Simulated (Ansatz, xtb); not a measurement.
# ClH9Si4: 4 structures ranked

4 gas-phase structures of ClH9Si4, from a drawn sample of its isomers (lower ones may exist). Each was relaxed with GFN2-xTB; where two conformers were screened, the lower at r2SCAN-D4/def2-SVP is listed:

A. `[SiH3][SiH]([SiH3])[SiH2]Cl`, a singlet
B. `[SiH3][SiH2][SiH2][SiH2]Cl`, a singlet
C. `[SiH3][SiH2][Si@@H]([SiH3])Cl`, a singlet
D. `[SiH3][Si]([SiH3])([SiH3])Cl`, a singlet

**Question.** Which do you expect lowest at r2SCAN-D4/def2-SVP, and how would the others follow?

**Answer.** Calculated order at r2SCAN-D4/def2-SVP: A (0.0), D (6.0), B (7.8), C (10.5) kJ/mol. Less than 1 kcal/mol parts D and B; B and C, so the order within those pairs means little.

Energies above the lowest of each column, in kJ/mol; the last columns are at B3LYP/def2-SVP geometries:

| structure | GFN2-xTB | HF/STO-3G | r2SCAN-D4/def2-SVP | B3LYP/def2-SVP | CCSD(T)/def2-SVP + ΔMP2/def2-TZVPP |
| --- | --- | --- | --- | --- | --- |
| A | 0.9 | 3.0 | 0.0 | 0.0 | 0.0 |
| D | 2.4 | 2.7 | 6.0 | 6.8 | 7.1 |
| B | 0.0 | 1.9 | 7.8 | 3.5 | 6.1 |
| C | 1.7 | 0.0 | 10.5 | 6.9 | 9.4 |

CCSD(T)/def2-SVP + ΔMP2/def2-TZVPP puts A lowest; HF/STO-3G picks C. CCSD(T)/def2-SVP + ΔMP2/def2-TZVPP orders those it was run on as A (0.0), B (6.1), D (7.1), C (9.4) kJ/mol. Less than 1 kcal/mol parts B and D; D and C, so the order within those pairs means little. Flexible structures stand in one conformer each, not always the lowest. ΔMP2 is the change of the MP2 energy from the smaller to the larger basis.

Over these structures GFN2-xTB departs from r2SCAN-D4/def2-SVP by 3.5 kJ/mol on average once a common shift is removed. A GFN2-xTB relaxation took about 0.17 s and the r2SCAN-D4/def2-SVP energy about 2.5 s on a shared host (Ansatz 0.2.0, xtb 6.7.1).
